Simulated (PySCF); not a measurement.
Static response to an electric field

Species: C₄H₄NPSSi.
Cartesian coordinates in Å at the GFN2-xTB level; atoms count from 1:
```xyz
12
C4H4NPSSi angstrom
N     -3.8845    1.7012   -0.6004
C     -2.8997    1.1460   -0.4051
C     -1.6841    0.4819   -0.1716
C     -1.6423   -0.7944    0.3121
S     -0.0970   -1.4728    0.5502
C      0.7940   -0.0932    0.0154
Si     2.6801   -0.1907    0.0457
P     -0.1123    1.2715   -0.4932
H     -2.5027   -1.3946    0.5513
H      3.1703    1.0914   -0.4490
H      3.0920   -0.4401    1.4279
H      3.0876   -1.3068   -0.8094
```

Level: B3LYP/def2-SVPD (PySCF), static field, nuclei fixed, core orbitals frozen in the response. The polarisability tensor in these axes (au):

```
x   162.06 -18.78   6.13
y   -18.78 120.80 -16.55
z     6.13 -16.55  82.25
```

What are the eigenvalues, a third of the trace, and Δα (Δα² = ½Σ(αi − αj)² over the three pairs)?

Principal values 76.11, 118.08 and 170.93 au; mean 121.71 au = 18.03 Å³ = 20.07 × 10⁻⁴⁰ C²·m²/J; Δα = 82.30 au (68 % of the mean).

What is the dipole moment, and where does it point?

(3.57, -3.00, 1.08) D, 4.78 D in size, pointing from the negative to the positive side. Measured along this direction, the outermost atoms are N1 at the negative end and H12 and H11 at the positive end.

Form Σ f/ω² (atomic units) for the 8 lowest TDDFT singlets, given as eV and f, and set it beside the mean polarisability, which is this sum over all singlets: 4.60, 0.0267; 4.84, 0.0788; 5.01, 0.0029; 5.30, 0.1375; 5.56, 0.0001; 5.68, 0.0071; 5.72, 0.3044; 5.85, 0.0004.

They add up to 14.19 au, 11.7 % of the 121.71 au; the largest single term is 6.88 au, from the state at 5.72 eV. Terms in order: 0.93, 2.49, 0.08, 3.62, 0.00, 0.16, 6.88, 0.01 au. Higher excitations give the rest. The strengths listed sum to 0.558.

Find the Langevin capture rate constant for NO+ (29.998 u) meeting this molecule (156.957 u), k = 2.342 × 10⁻⁹ cm³/s × √(α in Å³ / reduced mass in u).

The reduced mass is 25.18 u, so k = 1.98 × 10⁻⁹ cm³/s. The formula leaves out the permanent dipole, which adds to the capture rate.

Directions of the eigenvectors, and the extent of the frame along each?

Largest value along (0.91, -0.39, 0.14), where the nuclei span 7.50 Å; middle along (0.41, 0.85, -0.32), 4.77 Å; least along (0.01, 0.35, 0.94), 2.40 Å. The response follows the extents in order.

Estimate the molar refractivity from the static electronic polarisability.

Lorentz–Lorenz: R = (4π/3)N_A α = 2.5225 cm³/(mol·Å³) × 18.03 Å³ = 45.5 cm³/mol, in the limit of long wavelengths.

Isolated species at its GFN2-xTB geometry, gas phase.
